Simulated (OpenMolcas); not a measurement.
# neutral germanium: CASPT2 settings compared

| Property | Result |
| --- | --- |
| Program | OpenMolcas 26.06 |
| Basis | ANO-R1 [5s4p3d1f] |
| Scalar Hamiltonian | X2C, finite nucleus |
| Active space | 2 electrons in 3 orbitals (4p) |
| State averaging | 2S+1 = 3 even, 3 roots; 2S+1 = 1 even, 6 roots kept (CI in the orbitals of an earlier block) |
| Spin-orbit coupling | state interaction with AMFI integrals over the reference wave functions, term energies averaged over their components |

Methods on the same reference wave functions:
A. CASSCF
B. SS-CASPT2, IPEA 0.2 Eh, imaginary shift 0.2 Eh (closed shells correlated: 4s)
C. SS-CASPT2, IPEA 0.5 Eh, sigma1 regulariser 0.5 Eh (closed shells correlated: 3d 4s)
D. SS-CASPT2, IPEA 0.15 Eh, imaginary shift 0.2 Eh (closed shells correlated: 3s 3p 3d 4s)

Energies in eV above 4s² 4p² ³P₀, the measured ground level; measured values from NIST Handbook of Basic Atomic Spectroscopic Data.

```json
{"Level": "4s² 4p² ³P₀", "A": "0.0000", "B": "0.0000", "C": "0.0000", "D": "0.0000", "Measured": "0.0000"}
{"Level": "4s² 4p² ³P₁", "A": "0.0554", "B": "0.0567", "C": "0.0566", "D": "0.0566", "Measured": "0.0691"}
{"Level": "4s² 4p² ³P₂", "A": "0.1481", "B": "0.1487", "C": "0.1485", "D": "0.1487", "Measured": "0.1748"}
{"Level": "4s² 4p² ¹D₂", "A": "1.1902", "B": "1.063", "C": "1.043", "D": "1.070", "Measured": "0.8834"}
{"Level": "4s² 4p² ¹S₀", "A": "2.8148", "B": "2.365", "C": "2.379", "D": "2.368", "Measured": "2.0293"}
```

Deviations, from unrounded energies. A percentage is the sum of absolute deviations over the sum of measured energies, with the sign that they share, or ± where signs differ.

```csv
Against measurement,Levels,A,B,C,D
mean absolute deviation (cm-1),4,2300,1100,1100,1100
fine structure of the ground term (%),2,-16.6,-15.8,-15.9,-15.8
other terms of the ground configuration (%),2,+37.5,+17.7,+17.5,+18.1
```

B, C, D lie about equally close to measurement and A furthest from it. The largest miss of C in the table is 4s² 4p² ¹S₀, by +2800 cm-1. The ranking rests on the paired levels alone, and a cruder setting can come out closer through cancelling errors.

Among B to D the level of the table that moves most is 4s² 4p² ¹D₂, by 220 cm-1 (lowest in C, highest in D). Moves below CASPT2's spread within the term are not significant.

The mean deviations of B to D differ by less than CASPT2's widest spread within a term (140 cm-1), so their order carries little weight.

From A to B the spin-free energies of the other terms of 4s² 4p² shown, above ³P, scale by factors of 0.83 to 0.88.

The lowest spin-free term lies below A's lowest term by 0.041 hartree in B, 0.417 hartree in C, 0.505 hartree in D.

Term energies are means over components that CASPT2 splits; among the terms shown or strongly mixed into the levels shown the widest spread is 140 cm-1 (4s² 4p² ¹D, C). Terms from blocks run as CI alone lack orbitals of their own. With the s shell closed, the reference lacks s² → p² mixing. Without dynamic correlation excited terms often stand tens of per cent too high (terms of higher spin than the ground term too low), and those without a measured partner can miss by more than the paired ones (holds for A). Some terms miss by over 15 % even with CASPT2, which points to a basis or an active space too small for the shells correlated (holds for B; C; D). Computed and measured levels are paired by configuration, term and J; levels that our copy of the source lacks, or whose pairing is in doubt (as where it misses far off the trend of its configuration), stay unpaired and out of the deviations. Levels of configurations outside the active space are missing.
